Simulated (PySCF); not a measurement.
H2O3P, SMILES O[P](=O)O, multiplicity 2. Coordinates come from a PBE-D3(BJ)/def2-SVP optimisation. The isomer is the one that the SMILES or the coordinates give; other isomers of the formula were not compared. The values are those of a single conformer.

The numbers are results of PySCF 2.14.0 with PBE-D3(BJ)/def2-SVP, not measurements.

Harmonic wavenumbers (cm⁻¹): 150, 207, 333, 361, 423, 752, 806, 934, 949, 1187, 3678, 3688. Rotational constants (GHz): 8.328, 7.302, 4.223; symmetry number 1.

Question: Work out the zero-point energy and the ideal-gas rigid-rotor harmonic-oscillator thermochemistry at 298.15 K and 1 atm.

Answer: ZPE = ½ Σ hcν = ½ × 13468 cm⁻¹ = 80.56 kJ/mol. H − E(el) = 97.01 kJ/mol. Entropy in J/(mol K): translation 163.55, rotation 103.10, vibration 36.47, spin 5.76, total 308.88. G − E(el) = 4.92 kJ/mol. Cp = 78.41 J/(mol K). Modes under 150 cm⁻¹ make the vibrational entropy uncertain.
